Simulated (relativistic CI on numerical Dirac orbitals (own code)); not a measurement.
## Tl+: calculation against measurement

Calculated at this level of theory: Dirac-Coulomb-Breit CI, orbitals from a KLI potential per configuration, a model potential for QED, valence Slater integrals scaled by 0.85, configuration energies shifted to the measured levels that pair with them (semi-empirical) (own radial code, finite nucleus).

Configuration list (outside the closed core [Xe] 4f14): 5d10 6s2, 5d10 6s 6p, 5d10 6s 7s, 5d10 6s 6d, 5d10 6s 7p, 5d10 6s 5f, 5d10 6p2, 5d10 6d2, 5d10 6s 8s, 5d8 6s2 6p2, 5d9 6s2 6p, 5d10 6s 7d, 5d10 6s 8p, 5d10 6s 6f, 5d10 6s 5g, 5d10 6p 6d, 5d10 6s 8d, 5d10 6s 7f, 5d9 6s 6p2, 5d9 6s2 7p, 5d10 6p 7s. Levels of other configurations are missing.

```tsv
Configuration	Term (tabulated)	J	Measured (cm⁻¹)	Computed	Error	Purity (%)
5d10 6s2	1S	0	0.0	0	0	97
5d10 6s 6p	3P°	0	49451.4	49363	-89	100
5d10 6s 6p	3P°	1	52394.0	52483	89	96
5d10 6s 6p	3P°	2	61727.7	61043	-685	99
5d10 6s 6p	1P°	1	75663.3	77684	2021	91
5d10 6s 7s	3S	1	105229.3	105057	-172	100
5d10 6s 7s	1S	0	108000.0	108172	172	99
5d10 6s 6d	1D	2	115165.6	114260	-906	81
5d10 6s 6d	3D	1	116152.0	116284	132	100
5d10 6s 6d	3D	2	116436.2	116473	37	99
5d10 6s 6d	3D	3	116830.9	116794	-37	100
5d10 6s 7p	3P°	0	119361.0	119176	-185	99
5d10 6s 7p	3P°	1	119576.0	119576	0	89
5d10 6s 7p	3P°	2	122029.0	122051	22	92
5d10 6s 5f	3F°	3	136115.0	136083	-32	82
5d10 6s 5f	3F°	4	136230.0	136262	32	98
```

Measured levels from NIST Handbook of Basic Atomic Spectroscopic Data (Sansonetti and Martin, J. Phys. Chem. Ref. Data 34, 1559 (2005)); pairs were made by configuration, J and term (by order where the table uses no LS term), so strongly mixed levels may be paired wrongly.

Mean error by configuration (cm⁻¹): 5d10 6s 6p 334; 5d10 6s 7s 0; 5d10 6s 6d -193; 5d10 6s 7p -54; 5d10 6s 5f 0. Over the excited levels the mean absolute error is 307 cm⁻¹ (15 of the 16 excited levels that our extract of the source holds in range could be paired, and the others can miss by more), and the median relative error of those above 1,000 cm⁻¹ is 0.15 %, both after the shifts were fitted to these levels, so that a configuration with one level shows no error.

Transition probabilities of persistent lines. The last column rescales the computed rate by the cube of measured over computed energy:

| λ measured (Å) | Lower | Upper | A tabulated (s⁻¹) | A computed | A rescaled |
| --- | --- | --- | --- | --- | --- |
| 1321.64 vacuum | 5d10 6s2 1S_0 | 5d10 6s 6p 1P°_1 | 1.69e+09 | 2.59e+09 | 2.39e+09 |
| 1908.62 vacuum | 5d10 6s2 1S_0 | 5d10 6s 6p 3P°_1 | 2.60e+07 | 2.42e+07 | 2.41e+07 |
| 2530.74 air | 5d10 6s 6p 1P°_1 | 5d10 6s 6d 1D_2 | 1.18e+08 | 1.51e+08 | 1.91e+08 |

Configurations whose levels could be paired with our table of measured levels were shifted onto them, all but the ground configuration, by the median error of their levels; single terms can still be off by 1,000 to 2,000 cm⁻¹ or more, and rates follow the energies as ν³ (E1, M1) or ν⁵ (E2). The others borrow a shift and can be off by several thousand cm⁻¹ or more. The fine structure of a lone outer electron comes out too small, for d and f at times inverted, and misplaced configurations move strength between like terms. 15 of the 16 excited levels that our extract of the measured tables holds in this range could be paired (the sources list more); they are missed by 307 cm⁻¹ on average and 2021 at most, after the shifts were fitted to these levels, and levels without a partner can miss by more.

Shifts applied (cm⁻¹): 5d10 6s2 0; 5d10 6s 6p 3065; 5d10 6s 7s 3649; 5d10 6s 6d 4054; 5d10 6s 7p 4152; 5d10 6s 5f 4842.
